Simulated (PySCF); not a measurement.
Species: C2H13NSi3 (charge +1 and doublet state).
Cartesian coordinates in Å at the GFN2-xTB level; atoms count from 1:
```xyz
19
C2H13NSi3 angstrom
C     -2.736    0.761    0.448
N     -2.154   -0.527    0.759
Si    -1.409   -1.617   -0.307
Si     0.961   -0.871   -0.817
C      1.350    0.379    0.529
Si     3.142    1.144    0.445
H     -3.765    0.802    0.807
H     -2.178    1.568    0.926
H     -2.738    0.917   -0.627
H     -2.163   -0.709    1.754
H     -2.036   -1.537   -1.619
H     -1.274   -2.886    0.388
H      0.865   -0.324   -2.170
H      1.705   -2.127   -0.773
H      1.238   -0.075    1.514
H      0.645    1.209    0.488
H      3.250    1.787   -0.860
H      3.215    2.088    1.556
H      4.072    0.027    0.583
```

The hyperfine couplings belong to this conformer and change with its torsions.

The species is `C[NH+][SiH2][SiH2]C[SiH3]` [radical] (charge +1).

The calculation used UKS B3LYP, pcH-1 on C H N Si, non-relativistic, mean-field spin-orbit, GIAO (PySCF). Isolated species at its GFN2-xTB geometry (one conformer only). GFN2-xTB frequencies show an imaginary mode (21i cm⁻¹), so this geometry is no minimum at that level. The geometry wasn't refined by DFT: couplings that depend on bond lengths, twists or pyramidal angles can differ widely from those at the functional's own minimum, by a factor of two or more for some ions and for spin on atoms past the first row. Stability of the SCF solution: not tested.

Principal values of hyperfine tensors in MHz (contact, dipolar and spin–orbit terms together), for some of the nuclei:

| atom | isotope | A1 | A2 | A3 |
| --- | --- | --- | --- | --- |
| H7 | 1H | 68.51 | 70.21 | 78.69 |
| H8 | 1H | 65.30 | 66.57 | 74.69 |
| H12 | 1H | 64.94 | 66.30 | 71.94 |
| H14 | 1H | 34.76 | 39.93 | 44.46 |
| Si4 | 29Si | -103.88 | 5.64 | 5.89 |
| H10 | 1H | -53.83 | -35.52 | 0.24 |
| H13 | 1H | 23.80 | 28.68 | 33.19 |
| Si3 | 29Si | -10.78 | 40.02 | 41.42 |

**Question.** Give the isotropic coupling of each nucleus in MHz and in mT (g = 2.0052), and the anisotropic part.

**Answer.** a_iso is a third of the trace, T = A − a_iso, and a(mT) = a(MHz)/(g × 13.996). The tensors hold a spin–orbit part: the run splits a_iso into a_FC + a_SO, and T includes its anisotropic share.

```tsv
atom	a_iso (MHz)	a_FC	a_SO	a_iso (mT)	T1	T2	T3
H7	72.47	72.47	0.00	2.582	-3.96	-2.26	6.22
H8	68.85	68.85	0.00	2.453	-3.56	-2.28	5.83
H12	67.73	67.72	0.00	2.413	-2.78	-1.43	4.21
H14	39.72	39.70	0.01	1.415	-4.95	0.21	4.74
Si4	-30.78	-30.86	0.07	-1.097	-73.10	36.42	36.67
H10	-29.70	-29.75	0.05	-1.058	-24.13	-5.82	29.94
H13	28.56	28.54	0.01	1.018	-4.76	0.12	4.63
Si3	23.55	23.59	-0.04	0.839	-34.33	16.47	17.87
```

**Question.** What spin density at the nucleus of H10 lies behind its contact coupling (g_N = 5.58569)?

**Answer.** a_FC = (2μ0/3) gₑ μB g_N μN ρ(0)/(2S·h) = 800.24 MHz × g_N × ρ(0)/(2S), with ρ in bohr⁻³. With a_FC = -29.75 MHz and 2S = 1, ρ(0) = -0.006656 bohr⁻³. In magnitude that is 2.1 % of the 1/π = 0.318 of a free hydrogen atom.

**Question.** H11 (1H, g_N = 5.58569) isn't in the table. Its spin density at the nucleus is 0.02707 bohr⁻³. What is its contact coupling?

**Answer.** By the same relation, a_FC = 121.0 MHz. Its full tensor has the principal values 117.98, 119.65, 125.40 MHz.

**Question.** Name the largest traceless tensor T of the table and describe it.

**Answer.** Si4: -73.1, 36.4, 36.7 MHz, axial, in the ratio +1:+1:−2.

**Question.** What first-order splitting does H12 cause when the field lies along A1, A2 or A3 of its tensor (g taken as isotropic, no quadrupole term)?

**Answer.** 2 lines (I = 1/2), spaced by |A_i|/(g × 13.996): 2.31, 2.36, 2.56 mT along the axes of A1, A2 and A3.
